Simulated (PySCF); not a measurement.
Worked example: oscillator strength and radiative lifetime

C₄H₆OSi, SMILES C1CC([SiH2]C=1)=O.

Coordinates come from a r2SCAN-D4/def2-SVP optimisation. This is a generated structure with no PubChem entry under its InChIKey; it may be hypothetical. The values are those of a single conformer.

TDA-PBE/def2-SVPD run with PySCF puts the first singlet state with f over 0.02 at 5.21 eV (vertical), with the transition dipole (-0.470, -0.320, 0.000) in atomic units.

Problem. Find the oscillator strength, the wavelength and the radiative lifetime that this transition would have in vacuum if emission retraced absorption.

Solution. 
|μ|² = 0.3233 au, so |μ| = 1.45 D. ΔE = 5.21/27.211 = 0.1915 hartree. f = (2/3) ΔE |μ|² = 0.041 (the program prints 0.041).
λ = 1239.84/5.21 = 238 nm; ν = 42021 cm⁻¹.
Einstein's coefficient A = 0.6670 ν² f s⁻¹ (ν in cm⁻¹) = 4.9e7 s⁻¹, so τ = 1/A = 21 ns. This state is S4; the lower singlets have f = 0.001, 0.000, 0.006. The figure is the radiative limit of this one transition; relaxation, internal conversion, crossing to triplets and a medium change what is measured.
